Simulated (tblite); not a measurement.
Compound: C8H14OSi.
Structure used (GFN2-xTB), in Å, numbered top down from 1:
```
atom  x, y, z in Å
C1    -0.2804    2.5909   -0.0133
C2     0.1069    1.5690   -0.7538
C3    -0.1696    0.1183   -0.4584
C4    -0.2727   -0.6471   -1.7472
O5    -0.9971   -1.5887   -1.9183
C6    -1.4191   -0.1093    0.3915
Si7   -2.1680   -1.8697    0.3299
C8     1.0371   -0.5406    0.2298
C9     1.7732    0.1650    1.3276
C10    2.4476   -0.0848    0.0128
H11   -0.8534    2.4680    0.8896
H12   -0.0405    3.6043   -0.2874
H13    0.6796    1.7524   -1.6553
H14    0.4221   -0.3206   -2.5432
H15   -1.1819    0.1419    1.4249
H16   -2.1894    0.5910    0.0636
H17   -3.2078   -2.0049   -0.6811
H18   -1.1607   -2.9285    0.3150
H19   -2.8417   -1.9816    1.6405
H20    0.8888   -1.6056    0.3598
H21    2.0763   -0.4110    2.1884
H22    1.4884    1.1807    1.5560
H23    2.6286    0.7663   -0.6247
H24    3.2219   -0.8355   -0.0390
```

Level: GFN2-xTB in tblite, geometry and Hessian alike; calculated harmonic values, unscaled, isolated species. This tight-binding method is rough: wavenumbers can miss measured ones by several per cent, in bad cases by 10 to 20. Modes of hydrogen on silicon can be 10 to 20 % off. One conformer, not necessarily the lowest.

Harmonic wavenumbers (cm⁻¹): 49.5, 71.4, 97.1, 104.8, 167.9, 205.8, 232.6, 235.1, 276.1, 310.2, 335.8, 386.0, 418.8, 466.8, 547.3, 584.9, 599.0, 663.1, 726.1, 740.6, 780.5, 801.0, 829.4, 849.6, 854.6, 874.6, 885.9, 903.6, 960.2, 990.6, 1004.4, 1028.5, 1036.7, 1044.8, 1074.3, 1080.6, 1108.5, 1140.1, 1155.1, 1188.6, 1222.6, 1255.2, 1277.6, 1310.6, 1362.3, 1369.3, 1409.3, 1433.5, 1483.4, 1488.0, 1708.0, 1771.6, 2144.9, 2265.2, 2315.0, 2779.2, 2977.7, 2999.9, 3032.8, 3050.7, 3089.1, 3091.8, 3099.7, 3108.9, 3114.1, 3132.6.

A = 1550, B = 846.3, C = 794.4 MHz; mass 154.081 u (most abundant isotopes); point group C1, symmetry number 1.

Problem. Zero-point energy?

Solution. ½Σν̃ = 42052 cm⁻¹ = 120.23 kcal/mol.

Problem. Entropy at 400 K, 1 bar (ideal gas, RRHO, classical rotation)?

Solution. Translation 42.49, rotation 30.99, vibration 49.38: S = 122.9 cal/(mol K).

Problem. And Cp and H(400 K) − H(0)?

Solution. Cp = 61.30 cal/(mol K), of which vibrations give 53.36 (their classical limit is 66 R = 131.2); H(400 K) − H(0) = 13.71 kcal/mol without the zero-point energy, 10.53 from vibrations.

Problem. What must be added to the electronic energy to get the Gibbs energy at 400 K and 1 bar?

Solution. ZPE + [H(400 K) − H(0)] − T·S = 120.23 + 13.71 − 49.15 = 84.79 kcal/mol.

Problem. How do the functions run with temperature in this model?

Solution. 
| T (K) | S (cal/(mol K)) | Cp (cal/(mol K)) | H − H(0) (kcal/mol) | G − H(0) (kcal/mol) | ln q(vib) |
| --- | --- | --- | --- | --- | --- |
| 50 | 60.3 | 14.0 | 0.51 | -2.50 | 0.54 |
| 100 | 72.2 | 21.1 | 1.39 | -5.83 | 1.92 |
| 298.15 | 106.9 | 47.7 | 8.15 | -23.73 | 8.24 |
| 373.15 | 118.7 | 57.9 | 12.11 | -32.19 | 10.71 |
| 500 | 137.8 | 72.5 | 20.42 | -48.47 | 14.92 |
| 750 | 171.3 | 92.5 | 41.25 | -87.22 | 23.03 |
| 1000 | 199.8 | 105.3 | 66.09 | -133.70 | 30.64 |

q(vib) and H(0) count from the zero-point level.

Problem. Blend soft modes into free rotors: weight 1/[1 + (100 cm⁻¹/ν̃)⁴] for the oscillator and the rest for a rotor with moment μB/(μ + B), μ = h/(8π²ν), B = 10⁻⁴⁴ kg m². What vibrational entropy results?

Solution. 46.03 cal/(mol K) in place of 49.38, which changes −T·S at 400 K by +1.34 kcal/mol.

Problem. Which modes carry the vibrational entropy at 400 K?

Solution. 49.5 cm⁻¹: 5.42; 71.4 cm⁻¹: 4.69; 97.1 cm⁻¹: 4.09; 104.8 cm⁻¹: 3.94; 167.9 cm⁻¹: 3.02; 205.8 cm⁻¹: 2.63 cal/(mol K); the other 60 give 25.60 together.

Hindered rotation and anharmonicity are outside this model. Other conformers, if any are populated, would add a mixing term that is left out. The structure is chiral; the term R ln 2 for an equal mix with its mirror image is left out.
